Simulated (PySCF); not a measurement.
Molecule: `InChI=1S/C4H5NOS/c1-6-4-2-7-3-5-4/h2-3H,1H3`.

Geometry (Å), atoms numbered from 1 in this order:
```xyz
12

C    -2.0431   -0.2127   -0.1093
O    -1.0846    0.8251   -0.1959
C     0.1945    0.4408   -0.0533
C     1.2492    1.3124   -0.1071
S     2.7220    0.4587    0.1176
C     1.8063   -0.9978    0.2631
N     0.5332   -0.8574    0.1558
H    -1.8787   -0.9601   -0.8891
H    -3.0106    0.2664   -0.2445
H    -1.9977   -0.7043    0.8657
H     1.2274    2.3699   -0.2603
H     2.2836   -1.9417    0.4313
```

Frames of a GFN2-xTB Langevin trajectory at 300 K; GIAO PBE0/pcSseg-1 shieldings in PySCF 2.14, gas phase, non-relativistic; equivalent atoms averaged within each frame.

Chemical shifts δ = σref − σ; TMS for 13C (σ = 186.93 ppm), 1H (σ = 31.72 ppm); 17O (σ = 336.08 ppm) vs H2O; CS2 for 33S (σ = 503.73 ppm); NH3 for 15N (σ = 267.73 ppm), all at this level. The references are static minima.

Question: How do the shifts (ppm) fluctuate along the trajectory?

Answer: 
```tsv
time (fs)	C3	C6	C4	C1	O2	S5	N7	H12	H11	H8/H9/H10
250	171.6	147.9	107.7	55.1	84.3	295	338.5	8.14	5.78	4.47
425	171.6	166.4	96.2	55.6	94.3	261	315.6	8.54	6.94	4.33
625	176.0	168.9	100.5	58.0	101.1	301	339.9	8.65	6.33	4.45
800	178.2	165.0	109.1	70.5	119.4	320	322.5	9.49	6.88	5.26
1000	172.3	155.5	107.3	65.4	98.9	292	316.2	7.92	7.49	5.12
mean of frames	173.9	160.8	104.2	60.9	99.6	294	326.5	8.55	6.68	4.73
standard deviation	3.0	8.8	5.6	6.7	12.8	21	11.9	0.60	0.65	0.43
```

5 frames give an uncertainty of the mean of about the standard deviation over 2.2 at best, since frames this close in time may not be independent; classical motion lacks zero-point vibration, and the reference would need the same averaging.
